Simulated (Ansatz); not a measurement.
Geometry optimisation, Ansatz, RHF/def2-SVP.

Input file:

```yaml
crystal:
  periodic: [false, false, false]
  atoms:
    - { symbol: Si, position_ang: [0.066858, 0.572186, -0.572823] }
    - { symbol: O, position_ang: [0.542675, -0.468658, 2.082809] }
    - { symbol: H, position_ang: [-0.113306, -0.842747, 2.65363] }
    - { symbol: O, position_ang: [1.314021, -0.471701, -0.548527] }
    - { symbol: H, position_ang: [1.479641, -0.909088, 0.276349] }
    - { symbol: H, position_ang: [-0.05227, 1.070766, -1.948913] }
    - { symbol: H, position_ang: [-1.211024, 0.020701, -0.100978] }
    - { symbol: Cl, position_ang: [0.452506, 2.291877, 0.603341] }
    - { symbol: H, position_ang: [0.6723, 0.446166, 2.380613] }
basis:
  gaussian: { orbitals: def2-SVP }
hamiltonian:
  xc: hf
relax:
  f_tol: 0.03
  max_steps: 50
```

Launched with:

```bash
$ ansatz run input.yaml --threads 1 --pin off --max-ram 2048MiB --backend cpu --events-out ev --progress --plain --runs-dir out
```

**Question.** Where does it end, and by what steps?

**Answer.** It converged. After 12 steps the energy has fallen by 0.112 eV; H7 moved furthest, 0.53 Å.

| step | energy less start (eV) | largest force component (eV/Å) | accepted |
| --- | --- | --- | --- |
| 0 | 0.0000 | 1.238 | yes |
| 1 | -0.0652 | 0.721 | yes |
| 2 | -0.0791 | 0.951 | yes |
| 3 | -0.0829 | 1.101 | yes |
| 4 | -0.1020 | 0.369 | yes |
| 5 | -0.1060 | 0.109 | yes |
| 6 | -0.0808 | 0.412 | no |
| 7 | -0.1094 | 0.054 | yes |
| 8 | -0.1105 | 0.059 | yes |
| 9 | -0.1112 | 0.078 | yes |
| 10 | -0.1115 | 0.080 | yes |
| 11 | -0.1117 | 0.045 | yes |
| 12 | -0.1118 | 0.021 | yes |

```xyz
9
Properties=species:S:1:pos:R:3
Si 0.008 0.659 -0.792
O 0.793 -0.608 2.361
H 0.185 -1.005 2.967
O 1.111 -0.485 -0.455
H 1.154 -0.804 0.441
H 0.210 1.123 -2.168
H -1.376 0.207 -0.571
Cl 0.259 2.305 0.476
H 0.806 0.318 2.565
```

Whether the end is a true minimum wasn't checked by a vibrational analysis.

The run took 24 s on 1 thread of AMD EPYC 7R43 64-Core Processor (Zen 3), with other jobs on the host, peak memory 0.18 GiB.
